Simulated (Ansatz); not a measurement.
Basis sets compared for `O=P(O)(O)CCCCCCCCCCCOc1ccccc1`. Total charge 0; singlet. Geometry r2SCAN-D4/def2-SVP. Ansatz on 2 threads of AMD EPYC 7R13 on a shared host and a share (18 GiB) of an NVIDIA H100 80GB HBM3; times are rough, and most runs start from earlier orbitals.

Cartesian coordinates in Å:
```
O -0.279 5.645 1.315
P -0.562 5.667 2.780
O 0.656 5.059 3.681
O -0.817 7.164 3.369
C -1.974 4.777 3.456
C -1.928 3.265 3.214
C -2.120 2.874 1.748
C -2.100 1.365 1.504
C -0.754 0.697 1.787
C -0.740 -0.788 1.429
C 0.553 -1.516 1.804
C 1.830 -0.954 1.170
C 1.872 -0.888 -0.361
C 1.825 -2.236 -1.096
C 0.423 -2.767 -1.376
O 0.453 -3.977 -2.121
C 0.662 -3.940 -3.461
C 0.769 -2.766 -4.227
C 0.963 -2.861 -5.611
C 1.055 -4.101 -6.243
C 0.950 -5.267 -5.473
C 0.757 -5.191 -4.096
H 1.463 5.018 3.145
H -0.511 7.820 2.723
H -2.876 5.232 3.011
H -1.992 5.015 4.533
H -2.714 2.789 3.827
H -0.966 2.880 3.595
H -1.346 3.364 1.131
H -3.085 3.285 1.398
H -2.375 1.171 0.451
H -2.885 0.877 2.114
H -0.487 0.810 2.854
H 0.031 1.232 1.221
H -0.944 -0.898 0.348
H -1.586 -1.286 1.937
H 0.454 -2.588 1.557
H 0.672 -1.482 2.903
H 2.688 -1.559 1.516
H 2.009 0.063 1.563
H 1.065 -0.231 -0.739
H 2.810 -0.378 -0.640
H 2.345 -2.140 -2.064
H 2.383 -3.002 -0.528
H -0.192 -2.007 -1.895
H -0.103 -3.027 -0.446
H 0.706 -1.781 -3.763
H 1.045 -1.940 -6.197
H 1.210 -4.162 -7.324
H 1.020 -6.248 -5.951
H 0.670 -6.088 -3.478
```

Single mean-field runs in def2-SVP, def2-TZVP are fitted with def2-universal-jkfit.

Binding counts from free atoms (O triplet, P quartet, C triplet, H doublet) in the same basis, without a counterpoise term.

```json
{"level": "PBE-D4/def2-SVP", "functions": "457", "energy (Eh)": "-1305.4672", "HOMO (eV)": "-5.13", "LUMO (eV)": "-0.90", "binding per atom (eV)": "4.58", "wall time": "3.4 s"}
{"level": "PBE0-D4/def2-SVP", "functions": "457", "energy (Eh)": "-1305.6032", "HOMO (eV)": "-6.22", "LUMO (eV)": "-0.04", "binding per atom (eV)": "4.50", "wall time": "3.7 s"}
```

Task: Estimate the rows for PBE-D4/def2-TZVP (with forces), PBE0-D4/def2-TZVP (with forces).

Result: 
```json
{"level": "PBE-D4/def2-TZVP (with forces)", "functions": "862", "energy (Eh)": "-1306.6850", "HOMO (eV)": "-5.22", "LUMO (eV)": "-1.05", "binding per atom (eV)": "4.55", "wall time": "7 s"}
{"level": "PBE0-D4/def2-TZVP (with forces)", "functions": "862", "energy (Eh)": "-1306.8055", "HOMO (eV)": "-6.25", "LUMO (eV)": "-0.16", "binding per atom (eV)": "4.47", "wall time": "8 s"}
```
